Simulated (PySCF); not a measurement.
Vertical excitations of a molecule CH7AlO2Si from PySCF with TDA-PBE0/def2-SVPD, as energy in eV (oscillator strength): 6.21 (0.005), 6.40 (0.038), 6.44 (0.026), 6.55 (0.030), 6.64 (0.055), 6.80 (0.253), 7.29 (0.105), 7.40 (0.015), 7.50 (0.005), 7.52 (0.046). Lowest triplet (TDA): 5.02 eV. Coordinates come from a B3LYP-D3(BJ)/def2-SVP optimisation. Other conformers were not sampled.

### Question
Pick the molecule that these values belong to.
A) [CH3][Al]([OH])[O][SiH3]
B) C[O][Al]([OH])[SiH3]
C) [OH][Al]([OH])[CH2][SiH3]
D) C[SiH2][Al]([OH])[OH]

### Answer
B, C[O][Al]([OH])[SiH3]
